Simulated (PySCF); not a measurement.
Structure with atom numbers: `[O:1]=[C:2]1[CH2:3][CH2:4][CH2:5][C@@H:6]([F:7])[O:8]1`. Each H is labelled by its parent atom. Ha(C3), Ha(C4), Ha(C5) are cis to F7 on the ring; Hb(C3), Hb(C4), Hb(C5) are trans to F7 on the ring.

[PySCF 2.14.0 with density-fitted response routines: shielding tensors at PBE0/pcSseg-1 (GIAO); GFN2-xTB geometry; non-relativistic; no solvent model; one conformer]

Predict the 2D correlation tables (HSQC, COSY, HMBC).

Results:



HSQC (one-bond C–H):
```
           δH          δC
 6.30 (H(C6))  110.2 (C6)
2.73 (Ha(C3))   32.7 (C3)
2.40 (Hb(C3))   32.7 (C3)
2.16 (Ha(C5))   31.3 (C5)
2.07 (Ha(C4))   20.1 (C4)
2.07 (Hb(C5))   31.3 (C5)
1.75 (Hb(C4))   20.1 (C4)
```

COSY cross peaks (H two or three bonds apart, from the bond graph; peaks can be absent where the dihedral angle is near 90°):
```
           δH             δH
 6.30 (H(C6))  2.16 (Ha(C5))
 6.30 (H(C6))  2.07 (Hb(C5))
2.73 (Ha(C3))  2.40 (Hb(C3))
2.73 (Ha(C3))  2.07 (Ha(C4))
2.73 (Ha(C3))  1.75 (Hb(C4))
2.40 (Hb(C3))  2.07 (Ha(C4))
2.40 (Hb(C3))  1.75 (Hb(C4))
2.16 (Ha(C5))  2.07 (Ha(C4))
2.16 (Ha(C5))  2.07 (Hb(C5))
2.16 (Ha(C5))  1.75 (Hb(C4))
2.07 (Ha(C4))  2.07 (Hb(C5))
2.07 (Ha(C4))  1.75 (Hb(C4))
2.07 (Hb(C5))  1.75 (Hb(C4))
```

HMBC (two and three bonds, from the bond graph):
```
           δH                                            δC
 6.30 (H(C6))              173.9 (C2), 31.3 (C5), 20.1 (C4)
2.73 (Ha(C3))              173.9 (C2), 31.3 (C5), 20.1 (C4)
2.40 (Hb(C3))              173.9 (C2), 31.3 (C5), 20.1 (C4)
2.16 (Ha(C5))              110.2 (C6), 32.7 (C3), 20.1 (C4)
2.07 (Ha(C4))  173.9 (C2), 110.2 (C6), 32.7 (C3), 31.3 (C5)
2.07 (Hb(C5))              110.2 (C6), 32.7 (C3), 20.1 (C4)
1.75 (Hb(C4))  173.9 (C2), 110.2 (C6), 32.7 (C3), 31.3 (C5)
```

References, each an isolated molecule treated in the same way: 1H (σref 31.72) and 13C (σref 186.93) vs TMS.

Shifts are as computed. Against solution values, carbons near 30 ppm lie about +3 ppm off and those near 130 ppm about +5 ppm. Of 1211 compounds with measured shifts, 218 miss one by over three times the rms of a fit or turn the order of signals round; such compounds aren't used in these exercises.
